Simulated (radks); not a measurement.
Polarisability of the beryllium ion Be3+, 1s1, at imaginary frequency. Calculated with a radial shooting solver on a logarithmic mesh with Libxc functionals: scalar-relativistic Kohn-Sham, LDA (Slater exchange, Perdew-Wang correlation), spin-unpolarised, spherical densities, finite nucleus; Fermi nuclear charge, rms radius 2.519 fm; without spin polarisation the odd electron is poorly described. Response by self-consistent Sternheimer equations with the Hartree and adiabatic LDA kernel, the relativistic mass of each level held fixed and spin-orbit coupling left out.

| w (hartree) | alpha1(iw) (bohr^3) | alpha2(iw) (bohr^5) |
|---|---|---|
| 0.00266 | 0.02005 | 0.004714 |
| 0.0143 | 0.02005 | 0.004714 |
| 0.0360 | 0.02005 | 0.004714 |
| 0.0697 | 0.02005 | 0.004713 |
| 0.118 | 0.02004 | 0.004713 |
| 0.186 | 0.02003 | 0.004711 |
| 0.280 | 0.02001 | 0.004708 |
| 0.413 | 0.01996 | 0.004701 |
| 0.605 | 0.01985 | 0.004686 |
| 0.892 | 0.01963 | 0.004655 |
| 1.35 | 0.01912 | 0.004582 |
| 2.12 | 0.01790 | 0.004402 |
| 3.59 | 0.01498 | 0.003928 |
| 6.94 | 0.009107 | 0.002752 |
| 17.5 | 0.002540 | 0.0009298 |

Static values: alpha1 = 0.02005 bohr^3 (0.002971 angstrom^3; uncoupled 0.02022), alpha2 = 0.004714 bohr^5, alpha3 = 0.002853 bohr^7. C6 = 0.001913, C8 = 0.002557, triple-dipole C9 = 0.00002835 atomic units. One-pole (London) frequency 4 C6 / (3 alpha1^2) = 6.345 hartree, against 6.748 for minus the highest occupied eigenvalue.
